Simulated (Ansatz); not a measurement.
C$_{7}$H$_{12}$O$_{2}$, SMILES `CCC(=O)CC(=O)CC`, relaxed with RKS PBE0-D4/def2-TZVP in the Gaussian-basis code of Ansatz from a PBE-D4/def2-SVP geometry. The force threshold is 0.005 eV/Å; the program also tests the step.

Charge 0, multiplicity 1.

Start:

```xyz
21

C    -1.937    2.645   -0.227
C    -1.507    1.365   -0.931
C    -1.318    0.183    0.000
O    -1.542    0.228    1.199
C    -0.717   -1.074   -0.647
C     0.805   -0.962   -0.467
O     1.488   -0.340   -1.266
C     1.358   -1.584    0.800
C     2.834   -1.297    1.038
H    -1.193    2.947    0.537
H    -2.901    2.504    0.301
H    -2.052    3.478   -0.948
H    -0.545    1.480   -1.484
H    -2.236    1.056   -1.714
H    -0.938   -1.112   -1.730
H    -1.118   -1.962   -0.124
H     1.151   -2.678    0.748
H     0.710   -1.225    1.633
H     3.019   -0.206    1.110
H     3.452   -1.674    0.199
H     3.187   -1.772    1.974
```

| step | energy (eV) | largest force (eV/Å) | largest move (Å) |
| --- | --- | --- | --- |
| 1 | -11540.4020 | 1.285 | 0.000 |
| 2 | -11540.4916 | 0.229 | 0.032 |
| 3 | -11540.4965 | 0.220 | 0.021 |
| 4 | -11540.4999 | 0.010 | 0.014 |
| 5 | -11540.5000 | 0.006 | 0.002 |
| 6 | -11540.5000 | 0.008 | 0.008 |
| 7 | -11540.5000 | 0.002 | 0.003 |

End:

```xyz
21

C    -1.931    2.632   -0.230
C    -1.499    1.362   -0.928
C    -1.311    0.192   -0.005
O    -1.570    0.225    1.171
C    -0.704   -1.055   -0.634
C     0.804   -0.954   -0.452
O     1.483   -0.362   -1.254
C     1.354   -1.578    0.799
C     2.822   -1.297    1.032
H    -1.186    2.947    0.502
H    -2.869    2.484    0.307
H    -2.068    3.441   -0.949
H    -0.558    1.489   -1.479
H    -2.227    1.053   -1.689
H    -0.918   -1.098   -1.702
H    -1.102   -1.928   -0.116
H     1.155   -2.655    0.730
H     0.727   -1.232    1.630
H     3.003   -0.226    1.129
H     3.426   -1.653    0.195
H     3.169   -1.788    1.943
```

Hardware: 4 threads of an AMD EPYC 7R13 on a shared host and a share of an NVIDIA H100 80 GB. Wall time 33 s, peak host memory 0.98 GiB.
